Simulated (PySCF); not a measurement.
Excitation energy of Al by level of theory

Al [Ne] 3s2 3p1 (2P) → Al [Ne] 3s2 4s1 (2S), as a difference of total energies. All numbers are calculated (PySCF 2.14, the non-relativistic Hamiltonian (point nucleus), in aug-cc-pwCVTZ (8s7p5d3f, 75 functions)). Correlated levels: valence: [Ne] frozen; valence and next inner shell: 1s2 frozen; nothing frozen. The calculations carry no spin-orbit coupling.

```
                                method  excitation energy (cm⁻¹)  error (cm⁻¹)
                                   UHF                     24578          -695
                                   LDA                     25029          -244
                                   PBE                     25373          +100
                                  PBE0                     25843          +570
                                r2SCAN                     27227         +1954
                                PBEsol                     25223           -50
                                 TPSSh                     26718         +1445
                               wB97M-V                     24043         -1230
                                 B97-3                     25581          +308
                         MP2 (valence)                     25157          -116
                     SCS-MP2 (valence)                     25183           -90
    MP2 (valence and next inner shell)                     24838          -435
SCS-MP2 (valence and next inner shell)                     24933          -340
                   MP2 (all electrons)                     24852          -421
               SCS-MP2 (all electrons)                     24942          -331
```

Reference: 25273 cm⁻¹ (measured; NIST levels, between the centres of gravity of the two terms).

Errors of the correlated levels include the incompleteness of this basis and the frozen core.
